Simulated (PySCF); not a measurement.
Ionisation energy of Ti¹¹⁺ by level of theory

Ti¹¹⁺ [Ne] 3s1 (2S) → Ti¹²⁺ [Ne] (1S), as a difference of total energies. All numbers are calculated (PySCF 2.14, scalar relativity by spin-free X2C-1e, in an uncontracted even-tempered set (19 s from 0.59 bohr⁻², ratio 2.5; 12 p from 0.76 bohr⁻², ratio 2.5; 5 d from 3.3 bohr⁻², ratio 2.7; 4 f from 5 bohr⁻², ratio 2.7)). Correlated levels: outer shells: 1s2 frozen; virtual orbitals above 40 to 60 times the deepest correlated orbital energy dropped. The calculations carry no spin-orbit coupling.

| method | ionisation energy (eV) |
| --- | --- |
| UHF | 290.95 |
| LDA | 292.47 |
| PBE | 292.91 |
| PBE0 | 292.51 |
| r2SCAN | 291.23 |
| r2SCANh | 291.28 |
| B97-3 | 291.97 |
| MP2 (outer shells) | 291.50 |
| SCS-MP2 (outer shells) | 291.40 |

**Question.** How much does correlation contribute at MP2 (outer shells)?

**Answer.** 291.50 − (290.95) = 0.55 eV, measured against UHF.

For comparison: 291.50 eV (semi-empirical (NIST evaluation); NIST Atomic Spectra Database, ionization energies).
